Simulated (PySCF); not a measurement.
Record of a relaxation.

Species: 1,1,1-trifluoro-2,2,2-trichloroethane, C2Cl3F3.
Bonds: F1–C2, C2–F3, C2–F4, C2–C5, C5–Cl6, C5–Cl7, C5–Cl8.

Method: PBE0-D3(BJ)/def2-TZVP geometry optimisation, gas phase (PySCF 2.14.0); density fitting, grid level 2; the optimiser is geomeTRIC in internal coordinates, started from a GFN2-xTB structure with every atom displaced at random (about 0.01 Å). The frame can shift and turn from step to step; on so coarse a grid that alone can change the energy by a few meV, and forces under 0.02 eV/Å are noise.

Step 0: E = -47775.7241 eV, largest atomic force 1.012 eV/Å
```
atom  x, y, z in Å  |  force x, y, z in eV/Å
F1     -0.809    1.240   -0.946    0.076   0.822  -0.456
C2     -0.764    0.199   -0.153   -0.168   0.181   0.448
F3     -1.428    0.500    0.962    0.323  -0.112   0.028
F4     -1.384   -0.786   -0.748   -0.447  -0.851  -0.316
C5      0.703   -0.194    0.124    0.569   0.147   0.532
Cl6     1.492   -0.561   -1.407   -0.085   0.023   0.142
Cl7     1.519    1.179    0.921   -0.241  -0.330  -0.234
Cl8     0.727   -1.597    1.193   -0.028   0.119  -0.144
```

Step 1: E = -47775.7325 eV, largest atomic force 0.351 eV/Å
```
atom  x, y, z in Å  |  force x, y, z in eV/Å
F1     -0.754    1.287   -0.987   -0.080  -0.177   0.153
C2     -0.750    0.186   -0.242    0.054  -0.158  -0.148
F3     -1.497    0.388    0.834   -0.137   0.021  -0.105
F4     -1.286   -0.811   -0.945    0.131   0.323   0.041
C5      0.704   -0.170    0.195   -0.191  -0.077  -0.024
Cl6     1.747   -0.219   -1.216   -0.037   0.012  -0.004
Cl7     1.231    1.060    1.329    0.190   0.093   0.008
Cl8     0.656   -1.746    0.974    0.069  -0.037   0.080
```

Step 2: E = -47775.7474 eV, largest atomic force 0.159 eV/Å
```
atom  x, y, z in Å  |  force x, y, z in eV/Å
F1     -0.758    1.294   -0.961    0.072   0.091   0.059
C2     -0.754    0.184   -0.237   -0.091  -0.020  -0.129
F3     -1.539    0.367    0.814    0.065  -0.057   0.080
F4     -1.270   -0.789   -0.979    0.110  -0.031   0.037
C5      0.700   -0.173    0.207   -0.081  -0.037   0.026
Cl6     1.720   -0.235   -1.220    0.013  -0.030  -0.076
Cl7     1.276    1.068    1.312   -0.042   0.022  -0.018
Cl8     0.677   -1.742    1.006   -0.046   0.062   0.021
```

Step 3: E = -47775.7548 eV, largest atomic force 0.067 eV/Å
```
atom  x, y, z in Å  |  force x, y, z in eV/Å
F1     -0.754    1.311   -0.932   -0.018   0.064   0.001
C2     -0.753    0.183   -0.238    0.038  -0.003  -0.006
F3     -1.542    0.336    0.816   -0.001  -0.048   0.027
F4     -1.247   -0.781   -1.001   -0.023  -0.009  -0.018
C5      0.696   -0.173    0.207    0.024  -0.010   0.039
Cl6     1.705   -0.255   -1.229    0.029  -0.039  -0.021
Cl7     1.280    1.083    1.292   -0.033  -0.008  -0.023
Cl8     0.666   -1.729    1.029   -0.016   0.052   0.001
```

Step 4: E = -47775.7586 eV, largest atomic force 0.080 eV/Å
```
atom  x, y, z in Å  |  force x, y, z in eV/Å
F1     -0.764    1.335   -0.893   -0.004   0.007  -0.031
C2     -0.751    0.182   -0.240    0.024   0.019   0.057
F3     -1.544    0.288    0.817   -0.024  -0.007   0.020
F4     -1.231   -0.762   -1.035   -0.041  -0.022  -0.064
C5      0.696   -0.173    0.204    0.061   0.022   0.008
Cl6     1.706   -0.291   -1.233   -0.018  -0.006   0.035
Cl7     1.284    1.102    1.264   -0.003  -0.001  -0.017
Cl8     0.656   -1.708    1.059    0.005  -0.013  -0.008
```

Step 5: E = -47775.7589 eV, largest atomic force 0.034 eV/Å
```
atom  x, y, z in Å  |  force x, y, z in eV/Å
F1     -0.765    1.337   -0.890   -0.007   0.003  -0.004
C2     -0.752    0.182   -0.240    0.010   0.013   0.030
F3     -1.546    0.282    0.817   -0.002  -0.004  -0.015
F4     -1.230   -0.759   -1.042   -0.015  -0.011  -0.014
C5      0.697   -0.172    0.205    0.020   0.011  -0.007
Cl6     1.706   -0.294   -1.230   -0.004  -0.001   0.012
Cl7     1.283    1.106    1.261   -0.002  -0.004  -0.003
Cl8     0.658   -1.707    1.062    0.001  -0.007   0.001
```

Step 6: E = -47775.7589 eV, largest atomic force under 0.02 eV/Å
```
atom  x, y, z in Å  |  force x, y, z in eV/Å
F1     -0.766    1.338   -0.889    0.001  -0.002   0.001
C2     -0.752    0.182   -0.240   -0.004   0.004   0.010
F3     -1.548    0.279    0.815    0.004  -0.001  -0.005
F4     -1.230   -0.758   -1.044    0.002  -0.003  -0.004
C5      0.697   -0.172    0.206    0.000   0.005  -0.008
Cl6     1.708   -0.294   -1.228   -0.001   0.001   0.002
Cl7     1.282    1.107    1.262   -0.002  -0.002   0.002
Cl8     0.658   -1.707    1.062   -0.001  -0.003   0.002
```

Question: Summarise the path.

Answer: The energy falls by 0.80 kcal/mol from step 0 to step 6; nine tenths of that is first reached at step 4. It falls at every step. The largest force goes from 1.012 to under 0.02 eV/Å. Among the bonds C5–Cl7 changes most, from 1.785 to 1.758 Å; the atoms move by 0.019 Å rms after alignment.

Question: Follow the three bonds and two angles with the largest change from start to end.

Answer: 
```csv
step,E above end (kcal/mol),largest force (eV/Å),C5–Cl7 (Å),C2–F4 (Å),F1–C2 (Å),F3–C2–C5 (°),Cl7–C5–Cl8 (°)
0,0.80,1.012,1.785,1.307,1.309,112.4,109.5
1,0.61,0.351,1.754,1.333,1.329,109.4,110.5
2,0.27,0.159,1.758,1.328,1.325,111.0,110.4
3,0.10,0.067,1.760,1.325,1.325,110.7,110.4
4,0.01,0.080,1.759,1.324,1.325,110.3,110.3
5,0.00,0.034,1.759,1.325,1.326,110.3,110.4
6,0.00,under 0.02,1.758,1.326,1.326,110.3,110.5
```

What follows is the cost of the whole optimisation. The run took 3.7 min of wall time on one thread, Intel Xeon Platinum 8488C (x86_64), shared host, and the process peaked at 1.2 GiB of memory.
